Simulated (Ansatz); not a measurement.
Basis-set series for CH3BOSe, SMILES `[SeH]C1BO1`. Charge 0, multiplicity 1. The structure was optimised at the PBE0-D4/def2-TZVP level. It is one conformer, not always the lowest.

```csv
functional,basis,functions,energy (Eh),HOMO (eV),LUMO (eV)
PBE0-D4,def2-SVP,89,-2540.67221,-6.85,-0.62
PBE0-D4,def2-TZVPP,183,-2541.12718,-6.96,-0.85
ωB97M-V,def2-SVP,89,-2540.92657,-9.02,1.50
ωB97M-V,def2-TZVPP,183,-2541.38543,-9.14,1.08
```

(1) Give the rows for def2-QZVPP. (An estimate is asked.)

## Answers

(1) Ansatz gave: 
```tsv
functional	basis	functions	energy (Eh)	HOMO (eV)	LUMO (eV)
PBE0-D4	def2-QZVPP	350	-2541.18569	-6.98	-0.92
ωB97M-V	def2-QZVPP	350	-2541.44187	-9.16	0.87
```

Positive LUMOs are unbound and depend on the basis. Scalar relativity is left out up to krypton.
